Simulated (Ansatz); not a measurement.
Isolated molecules relaxed with PBE0-D4/def2-TZVP in Ansatz; ΔE leaves out vibrations. CCSD(T)/CBS is the MP2 limit (def2-TZVPP, def2-QZVPP) plus CCSD(T) − MP2 in def2-TZVPP, frozen cores. This one scheme is used for every species, atoms too. Functionals use def2-TZVPP. B3LYP here is the variant with VWN-RPA as its local correlation; programs differ in this. HSE06 is defined as in plane-wave codes. Open shells (•) are unrestricted, without spin–orbit coupling. Spin–orbit coupling would lower the free atoms: a little for B, F, Si. One conformer a species, not always the lowest.

Consider the atomization: `NB(F)[SiH3]` → B• + F• + 5 H• + N• + Si•.

`NB(F)[SiH3]`:

Cartesian coordinates in Å:
```
N 0.515 -1.364 0.778
B 0.155 -0.668 -0.371
F 0.207 -1.325 -1.542
Si -0.432 1.276 -0.338
H 0.808 -2.329 0.759
H 0.504 -0.950 1.693
H 0.488 2.127 -1.142
H -1.803 1.432 -0.897
H -0.441 1.800 1.058
```

```tsv
level	ΔE (kcal/mol)	difference from CCSD(T)/CBS
B3LYP-D4	769.8	4.7
HSE06-D4	764.2	-0.9
CAM-B3LYP-D4	774.4	9.3
B2PLYP	760.5	-4.6
LC-ωPBE	764.5	-0.6
HF/def2-SVP	571.4	-193.7
CCSD/def2-SVP	715.3	-49.8
MP2/def2-TZVPP	754.5	-10.6
HF/CBS(def2)	571.1	-194.0
MP2/CBS(def2)	774.6	9.5
CCSD(T)/CBS	765.1	0
```

Largest T1 diagnostic among the species: 0.014.

From BLYP to BHLYP (50 % exact exchange), in def2-TZVPP and without D4, ΔE moves by −15.1 kcal/mol: exact exchange takes away binding that semilocal exchange gives to molecules. The D4 term adds +5.4 kcal/mol with B3LYP and +2.8 kcal/mol with PBE0; it sums over pairs of atoms, weighted by their polarisabilities, and B3LYP, whose exchange is more repulsive, gets the larger term. Leaving LDA and LC-ωPBE aside and taking each functional with its dispersion term where it has one, the values, not all of them listed here, spread over 26.4 kcal/mol, from BHLYP-D4 to PBE-D4. LDA lies +95.8 kcal/mol from PBE without D4, its usual overbinding.

For atomizations the MP2-based limit and the directly extrapolated one differ by several kJ/mol either way, and by 10 to 25 for some Ge, Se and Sn compounds, so smaller differences from it don't rank the levels.
